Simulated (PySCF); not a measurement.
Molecule: `P[SiH](N=C)P`, CH7NP2Si.

Numbering as in the mapped SMILES `[CH2:1]=[N:2][SiH:3]([PH2:4])[PH2:5]` (H(Xn): hydrogen on atom n). Ha(C1) is cis to Si3; Hb(C1) is trans to Si3.

Geometry PBE0-D3(BJ)/def2-SVP throughout; GIAO in PySCF, gas phase, one conformer, non-relativistic; equivalent atoms averaged; functional PBE0.

(1) How do the absolute shieldings σ depend on the basis set? (ppm; last column core-seconds on 1 thread of an x86-64 server CPU, shared host)

(2) Which nucleus moves most, in ppm?

(3) Taking the largest basis, IGLO-III (272 functions), as the yardstick, rank the others by their worst heavy-atom deviation.

## Answers

(1) 
```tsv
basis set	functions	C1	N2	Si3	P4/P5	Hb(C1)	Ha(C1)	H(Si3)	H(P4)/H(P5)	core-s
pcSseg-0	71	11.9	-173.6	367.8	637.1	23.62	23.74	26.51	31.08	8.5
cc-pVDZ	117	32.4	-122.6	422.2	629.3	22.80	22.71	25.32	29.79	20
aug-cc-pVDZ	190	29.5	-125.9	418.8	630.2	22.53	22.40	25.18	29.70	37
cc-pVTZ	260	15.6	-152.0	362.9	595.2	22.69	22.52	25.22	29.64	64
IGLO-III	272	7.4	-166.8	350.6	582.7	22.70	22.56	25.21	29.63	41
```

(2) Si3 (silicon bonded to N, 2 P, H): from 350.6 ppm with IGLO-III to 422.2 ppm with cc-pVDZ. The smallest spread is 1.09 ppm, at Hb(C1). Proton shifts span only some 12 ppm, so a few tenths of a ppm matter as much there as several ppm in carbon.

(3) cc-pVTZ 14.8 ppm (260 functions), pcSseg-0 54.4 ppm (71 functions), aug-cc-pVDZ 68.1 ppm (190 functions), cc-pVDZ 71.6 ppm (117 functions).

A small basis that lands close on one nucleus may do so by chance; judge by the trend and by all nuclei.
